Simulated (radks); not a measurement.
The numbers below are computed, except where a source is named.
Si4.5+, 9.5 electrons, occupied as [He] 2s2 3s(up 0.5, down 0.5) 2p(up 2.5, down 2) (fractional occupations, a model configuration).

Level of theory: non-relativistic Kohn-Sham, r2SCAN, spin-polarised, spherical densities, point nucleus; meta-GGA in the generalised Kohn-Sham scheme (a radial shooting solver on a logarithmic mesh with Libxc functionals).

Energy parts (hartree):
total: -278.26495
kinetic: 277.95393
electron-nucleus: -631.88095
Hartree: 93.48507
exchange-correlation: -17.82300

Orbitals (lengths in bohr, moments of r in powers of bohr; <r^-3> diverges for s and p1/2):
orbital  occ.  eigenvalue (hartree)  <r^-3>
1s up       1             -70.01546       -
1s down     1             -69.97278       -
2s up       1              -8.65249       -
2s down     1              -8.57401       -
2p up     2.5              -7.07462   54.42
2p down     2              -6.98241   53.98
3s up     0.5              -2.39238       -
3s down   0.5              -2.38510       -

The highest occupied level is 3s down at -64.902 eV. Summed over all electrons, <r^2> = 5.038 bohr^2, which gives a Langevin (diamagnetic) susceptibility term of -3.99 x 10^-6 cm^3/mol. Virial ratio -V/T = 2.00112. The electron density at the nucleus is 1781 e/bohr^3.
